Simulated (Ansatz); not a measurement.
One change: `C[Si](O)(F)Cl` becomes `O[Si](F)([SiH3])Cl`.

Ansatz, PBE0-D4/def2-TZVP geometries, multiplicity 1. Each molecule was computed in one conformer, which needn't be the lowest.

```csv
property,`C[Si](O)(F)Cl`
size of the dipole moment (PBE/def2-TZVPP) / D,1.12
HOMO energy (PBE0/def2-TZVPP) / eV,-9.27
HOMO–LUMO gap (PBE/def2-TZVPP) / eV,7.52
HOMO–LUMO gap (B3LYP/def2-TZVPP) / eV,9.28
HOMO–LUMO gap (ωB97M-V/def2-TZVPP) / eV,13.71
HOMO energy (ωB97M-V/def2-TZVPP) / eV,-11.57
```

**Question.** What does the change do to each property? (Estimate.)

**Answer.** Computed: 
```csv
property,`O[Si](F)([SiH3])Cl`,shift
size of the dipole moment (PBE/def2-TZVPP) / D,1.02,-0.10
HOMO energy (PBE0/def2-TZVPP) / eV,-8.74,0.53
HOMO–LUMO gap (PBE/def2-TZVPP) / eV,6.49,-1.03
HOMO–LUMO gap (B3LYP/def2-TZVPP) / eV,8.20,-1.08
HOMO–LUMO gap (ωB97M-V/def2-TZVPP) / eV,12.45,-1.26
HOMO energy (ωB97M-V/def2-TZVPP) / eV,-10.80,0.77
```

With PBE0 the HOMO rises by 0.53 eV and the LUMO falls by 0.82 eV, so the gap narrows by about 1.35 eV. PBE moves the HOMO by 0.24 eV and ωB97M-V by 0.77 eV. Dipoles are sizes alone; their direction can turn.

B3LYP here is the variant with VWN-RPA as its local correlation; programs differ in this.
